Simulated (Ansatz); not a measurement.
Molecule: sum formula H4SiNO3, charge 0, multiplicity 2. It need not be the lowest isomer of its formula. 
Geometry from a B3LYP-D3(BJ)/def2-TZVP (Ansatz, an electronic-structure program) optimisation:
```xyz
9

N     -0.2823    -0.3534     1.6973
Si    -0.0112    -0.0068     0.0106
O      1.5765    -0.2409    -0.3269
O     -0.3429     1.5570    -0.3414
O     -1.0030    -0.9763    -0.8524
H     -1.2705    -0.4211     1.9495
H      2.0559    -0.8699     0.2182
H      0.3724     2.1891    -0.2299
H     -0.8695    -1.0473    -1.8013
```
Charge 0, spin multiplicity 2.

Dipole moments at this geometry, in debye (magnitudes).

| level | program | dipole (D) |
|---|---|---|
| SVWN5/def2-TZVPD | Ansatz | 1.03 |
| PBE/def2-TZVPD | Ansatz | 0.97 |
| BLYP/def2-TZVPD | Ansatz | 0.98 |
| revPBE/def2-TZVPD | Ansatz | 0.96 |
| r2SCAN/def2-TZVPD | Ansatz | 0.93 |
| B3LYP/def2-TZVPD | Ansatz | 0.91 |
| PBE0/def2-TZVPD | Ansatz | 0.89 |
| BHLYP/def2-TZVPD | Ansatz | 0.89 |
| r2SCAN0/def2-TZVPD | Ansatz | 0.89 |
| HSE06/def2-TZVPD | Ansatz | 0.89 |
| wB97M-V/def2-TZVPD | Ansatz | 0.88 |
| wB97X-V/def2-TZVPD | Ansatz | 0.88 |
| CCSD(T)/aug-cc-pV(D+d)Z | Ansatz | 0.87 |
